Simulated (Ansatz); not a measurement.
A nudged elastic band was laid between two geometries of BGeH5OS (9 atoms, charge 0, multiplicity 1).

Level of theory: RKS PBE0/def2-mTZVP in Ansatz 0.2.0.

- movable images: 6
- climbing image: no
- spring: 5.0 eV/Å²
- optimiser: quadratic models (default)
- start path: IDPP
- force threshold: 0.05 eV/Å
- iteration limit: 60
- end points: relaxed

First end point:

```xyz
9
Properties=species:S:1:pos:R:3
O 0.036 0.876 -1.997
B 0.109 0.870 -0.651
Ge 0.434 -0.932 0.325
S -1.304 -1.256 1.719
H -0.151 1.746 -2.372
H -0.045 1.887 -0.031
H 1.736 -0.953 1.156
H 0.402 -2.180 -0.573
H -1.128 -0.104 2.407
```

Last end point:

```xyz
9
Properties=species:S:1:pos:R:3
O -0.736 1.530 -0.344
B 0.429 0.880 -0.545
Ge 0.567 -1.050 0.203
S -1.338 -1.559 1.267
H -0.757 2.423 -0.710
H 1.327 1.414 -1.135
H 1.730 -1.211 1.204
H 0.799 -2.090 -0.913
H -1.933 -0.384 0.955
```

Problem. What changes between the two ends?

Solution. No bond is made or broken. The dihedral H6–B2–Ge3–H8 goes from 171 to -61°.

Problem. What energy profile does the band end with?

Solution. The run converged. The highest image is number 3 of 0 to 7, 1.1 kcal/mol above the first end and 1.6 kcal/mol above the last; the last end lies 0.5 kcal/mol below the first. No image climbed, so the highest image needn't sit at the top of the path.

```
image  path coordinate (Å)  energy (kcal/mol)  dihedral H6–B2–Ge3–H8 (°)
    0                 0.00                0.0                        171
    1                 0.57                0.2                       -172
    2                 1.14                0.7                       -152
    3                 1.70                1.1                       -131
    4                 2.27                1.0                       -110
    5                 2.83                0.6                        -92
    6                 3.40               -0.1                        -77
    7                 3.96               -0.5                        -61
```

Problem. What is the geometry of the highest image?

Solution. 
```xyz
9
Properties=species:S:1:pos:R:3
O -0.622 1.052 -1.527
B 0.313 0.931 -0.566
Ge 0.552 -0.947 0.298
S -1.316 -1.517 1.414
H -0.705 1.947 -1.879
H 0.960 1.885 -0.228
H 1.753 -1.022 1.265
H 0.698 -2.084 -0.731
H -1.546 -0.291 1.937
```

Run time: 72 s on 2 threads of AMD EPYC 9B45 (Zen 5) (shared host), peak memory 0.29 GiB.
